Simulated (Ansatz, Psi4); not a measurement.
Here is a job for Psi4.
```
memory 2 GB

molecule mol {
-1 2
  O     0.000000    0.000000    0.000000
}

set basis def2-svpd
set reference uhf
set freeze_core true
set mp2_type conv
set scf_type pk
set puream true
set d_convergence 1e-8

energy('mp2')
print_variables()
```

Problem. Convert this to an input for Ansatz (a program for electronic structure).

Solution. One answer among several that fit: 
Ansatz 0.2 input:
```yaml
crystal:
  periodic: [false, false, false]
  atoms:
    - {symbol: O, position_ang: [0.00000000, 0.00000000, 0.00000000]}
basis:
  gaussian:
    orbitals: def2-SVPD
total_charge: -1
magnetization: {spin_polarized: true, initial_magnetization: 1}
correlation: {method: mp2, electrons: outside_noble_gas}
accuracy: high
```

Both were run: Psi4 gave -74.879544 Eh and Ansatz -74.879544 Eh, 0.000 mEh apart.
